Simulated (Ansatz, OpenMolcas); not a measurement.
**OpenMolcas → Ansatz**

OpenMolcas 26.06 runs this on SbH3 (stibine):

test.input:
```
* H3Sb Kohn-Sham DFT
&GATEWAY
BasLib
$CurrDir
Coord
4
angstrom
Sb       0.456300      -0.309800      -0.464500
H        0.843900       0.072200       1.153900
H       -1.039100      -0.984400       0.008900
H       -0.261000       1.221900      -0.698300
Basis
def2-TZVPP
Group
NoSym
&SEWARD
GridInput
Grid=UltraFine
End of Grid
&SCF
KSDFT
BLYP
Thresholds
1e-10 1e-07 1e-07 1e-05
PrOrbitals
1 1
&ALASKA
```

```bash
$ export MOLCAS_MEM=1860
$ pymolcas test.input > test.log
```

(Basis files named in the input come from the Basis Set Exchange and aren't shown.)

The coordinates come from a PBE0-D4/def2-TZVP relaxation.

It gives a total energy of -241.973510 Eh.

Problem. How is this level of theory, on these atoms, set up in Ansatz 0.2.0 as an input file of the program's own, asking for the energy?

Solution. For example:

molecule.yaml:
```yaml
crystal:
  periodic: [false, false, false]
  atoms:
    - {symbol: Sb, position_ang: [0.456300, -0.309800, -0.464500]}
    - {symbol: H, position_ang: [0.843900, 0.072200, 1.153900]}
    - {symbol: H, position_ang: [-1.039100, -0.984400, 0.008900]}
    - {symbol: H, position_ang: [-0.261000, 1.221900, -0.698300]}
basis:
  gaussian:
    orbitals: def2-TZVPP
hamiltonian:
  xc: {name: BLYP}
accuracy: high
output: {orbitals: {seedname: orbitals}}
```

```bash
$ ansatz run molecule.yaml --threads 1 --pin off --max-ram 3480MiB --events-out events.jsonl --progress --plain --runs-dir runs
```

Its energy is -241.973506 Eh, 0.004 mEh from the first.
